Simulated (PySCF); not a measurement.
Compound: C7H10NP.
Bonds: C1–C2, C2–C3 (aromatic), C3–N4 (aromatic), N4–C5, C5–C6, C6–C7, N4–C8 (aromatic), C8–P9 (aromatic), C2–P9 (aromatic), C5–C7. Hydrogens: H10, H11, H12 on C1; H13 on C3; H14 on C5; H15, H16 on C6; H17, H18 on C7; H19 on C8.

The same species was optimised twice, with GFN2-xTB and with PBE0-D3(BJ)/def2-SVP (PySCF), and the same property calculations (PySCF, gas phase) were run on both structures.

```
     coordinate  GFN2-xTB  PBE0-D3(BJ)/def2-SVP  change
      C3–N4 (Å)     1.359                 1.371  +0.012
      C2–P9 (Å)     1.774                 1.785  +0.011
      N4–C5 (Å)     1.424                 1.434  +0.010
      C2–C3 (Å)     1.363                 1.372  +0.009
      C8–P9 (Å)     1.714                 1.724  +0.010
      N4–C8 (Å)     1.353                 1.360  +0.007
      C5–C6 (Å)     1.500                 1.496  -0.004
      C5–C7 (Å)     1.500                 1.497  -0.003
      C1–C2 (Å)     1.495                 1.497  +0.002
      C6–C7 (Å)     1.498                 1.499  +0.001
   C3–N4–C5 (°)     123.6                 122.9    -0.7
   C1–C2–P9 (°)     124.6                 125.2    +0.6
   C2–P9–C8 (°)      88.4                  89.0    +0.6
   N4–C8–P9 (°)     114.1                 113.5    -0.6
   C3–N4–C8 (°)     112.7                 113.1    +0.4
   C3–C2–P9 (°)     111.0                 110.6    -0.4
   C1–C2–C3 (°)     124.4                 124.2    -0.2
   C6–C5–C7 (°)      59.9                  60.1    +0.2
C3–N4–C5–C6 (°)       127                   130      +3
```

Rotational constants: A = 3095, B = 916.1, C = 742.9 MHz (GFN2-xTB) against A = 3076, B = 904.8, C = 731.8 MHz (PBE0-D3(BJ)/def2-SVP). Point groups within 0.08 Å: C1 and C1. Atoms that the bonding makes alike are paired by their places after alignment.

On the GFN2-xTB structure: HOMO (eV) -6.18 [PBE0/pcSseg-1]; LUMO (eV) -0.11 [PBE0/pcSseg-1]; dipole (D) 3.74 [PBE0/pcSseg-1]; GIAO shielding of C1 (ppm) 168.7 [PBE0/pcSseg-1]; GIAO shielding of C2 (ppm) 35.0 [PBE0/pcSseg-1]; GIAO shielding of C3 (ppm) 53.8 [PBE0/pcSseg-1]; GIAO shielding of N4 (ppm) 60.6 [PBE0/pcSseg-1]; GIAO shielding of C5 (ppm) 153.4 [PBE0/pcSseg-1]; GIAO shielding of C6/C7 (mean) (ppm) 177.4 [PBE0/pcSseg-1]; GIAO shielding of C8 (ppm) 25.3 [PBE0/pcSseg-1]; GIAO shielding of P9 (ppm) 194.3 [PBE0/pcSseg-1].

Problem. What do these properties become on the PBE0-D3(BJ)/def2-SVP structure?

Solution. 
```
                                    property          level  on GFN2-xTB  on PBE0-D3(BJ)/def2-SVP  change
                                   HOMO (eV)  PBE0/pcSseg-1        -6.18                    -6.17   +0.01
                                   LUMO (eV)  PBE0/pcSseg-1        -0.11                    -0.16   -0.05
                                  dipole (D)  PBE0/pcSseg-1         3.74                     3.74    0.00
energy, GFN2-xTB geometry as zero (kcal/mol)  PBE0/pcSseg-1          0.0                     -0.6    -0.6
                  GIAO shielding of C1 (ppm)  PBE0/pcSseg-1        168.7                    167.1    -1.6
                  GIAO shielding of C2 (ppm)  PBE0/pcSseg-1         35.0                     33.3    -1.7
                  GIAO shielding of C3 (ppm)  PBE0/pcSseg-1         53.8                     50.7    -3.1
                  GIAO shielding of N4 (ppm)  PBE0/pcSseg-1         60.6                     54.8    -5.8
                  GIAO shielding of C5 (ppm)  PBE0/pcSseg-1        153.4                    151.6    -1.8
        GIAO shielding of C6/C7 (mean) (ppm)  PBE0/pcSseg-1        177.4                    175.8    -1.6
                  GIAO shielding of C8 (ppm)  PBE0/pcSseg-1         25.3                     23.0    -2.3
                  GIAO shielding of P9 (ppm)  PBE0/pcSseg-1        194.3                    186.2    -8.1
```

The heavy atoms differ by 0.029 Å rms after alignment (one structure mirrored). Among bonds between heavy atoms C2–P9 and C3–N4 change most and about equally (+0.011 to +0.012 Å). Changes are differences of the printed values. Neither structure is proved a minimum here.

Shape of the structure used: `[CH3:1][c:2]1[cH:3][n:4]([CH:5]2[CH2:6][CH2:7]2)[cH:8][p:9]1`: C3–N4–C5–C6 130°.
